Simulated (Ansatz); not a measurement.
`[SiH3]N[AsH2]` → `N[AsH2]` + `[SiH2]` at 600 K and 1 bar (silylene loss).

Gas-phase electronic energies from Ansatz, PBE0-D4/def2-TZVP geometries. CCSD(T)/CBS is the MP2 limit (def2-TZVPP, def2-QZVPP) plus CCSD(T) − MP2 in def2-TZVPP, frozen cores. This one scheme is used for every species. For As outer-core shells are correlated without core-valence functions, which leaves a few kJ/mol of doubt a bond. Scalar relativity is left out up to krypton.

```csv
species,CCSD(T)/CBS energy (Eh),H − E (kJ/mol),S (J/(mol·K))
`[SiH3]N[AsH2]`,-2582.40077,202.6,410.9
`N[AsH2]`,-2292.09958,143.7,315.6
`[SiH2]`,-290.19011,52.1,233.9
```

H − E and S are ideal-gas, rigid-rotor, harmonic terms from PBE0-D4/def2-TZVP, for one conformer and one mirror image of each species. 1 Eh = 2625.50 kJ/mol, R = 8.31446 J/(mol·K).

Task: By hand: ΔE, ΔH, ΔS and ΔG.

Result: ΔE = (-2292.09958) + (-290.19011) − (-2582.40077) = 0.11108 Eh = 291.6 kJ/mol. Δ(H − E) = 143.7 + 52.1 − 202.6 = -6.8, so ΔH = 284.8 kJ/mol. ΔS = 315.6 + 233.9 − 410.9 = 138.6 J/(mol·K). ΔG = 284.8 − 600 × (138.6)/1000 = 201.6 kJ/mol.

Task: By hand: the equilibrium constant, and the temperature at which ΔG would vanish if ΔH and ΔS stayed fixed.

Result: log₁₀ K = −ΔG/(RT ln 10) = -17.6. ΔG = 0 at ΔH/ΔS = 2055 K.

The number of gas molecules changes by +1, which sets the sign of ΔS. A doubt of 5 kJ/mol in ΔE shifts log₁₀ K by 0.4 here. Other conformers and mirror images would add mixing entropy, several J/(mol·K) or more a flexible species. These are equilibria of isolated gas molecules and say nothing of rates. Largest T1 diagnostic: 0.014 (customary marks: 0.02 for closed shells, 0.045 for open ones).
